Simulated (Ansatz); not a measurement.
Geometry optimisation, Ansatz 0.2.0, UKS PBE/def2-SVP.

input.yaml

```yaml
crystal:
  periodic: [false, false, false]
  atoms:
    - { symbol: F, position_ang: [-1.65194, -1.81765, 1.13975] }
    - { symbol: Al, position_ang: [-0.77991, -0.96557, 0.00673] }
    - { symbol: Al, position_ang: [0.77211, 1.00447, 0.28205] }
    - { symbol: Cl, position_ang: [-0.92406, -1.51945, -1.95788] }
    - { symbol: H, position_ang: [1.38271, 1.53836, -1.06049] }
    - { symbol: H, position_ang: [1.20108, 1.75984, 1.58984] }
magnetization:
  spin_polarized: true
basis:
  gaussian: { orbitals: def2-SVP }
hamiltonian:
  xc: pbe
relax:
  f_tol: 0.02
  max_steps: 50
```

Run as:

```bash
$ ansatz run input.yaml --threads 2 --pin off --max-ram 3072MiB --backend cpu --events-out ev --progress --plain --runs-dir out
```

Question: Where does it end, and by what steps?

Answer: The run converged. After 6 steps the energy has fallen by 0.129 eV; Cl4 moved furthest, 0.37 Å.

```csv
step,energy less start (eV),largest force component (eV/Å),accepted
0,0.0000,1.318,yes
1,-0.1023,0.265,yes
2,-0.1149,0.295,yes
3,-0.1246,0.196,yes
4,-0.1285,0.062,yes
5,-0.1283,0.060,no
6,-0.1289,0.010,yes
```

```xyz
6
Properties=species:S:1:pos:R:3
F -1.558 -1.684 1.183
Al -0.755 -0.954 -0.104
Al 0.823 1.064 0.241
Cl -1.140 -1.811 -2.006
H 1.531 1.745 -1.026
H 1.099 1.640 1.711
```

Run time: 14 s on 2 threads of Arm Neoverse V2 (shared host), peak memory 0.16 GiB.
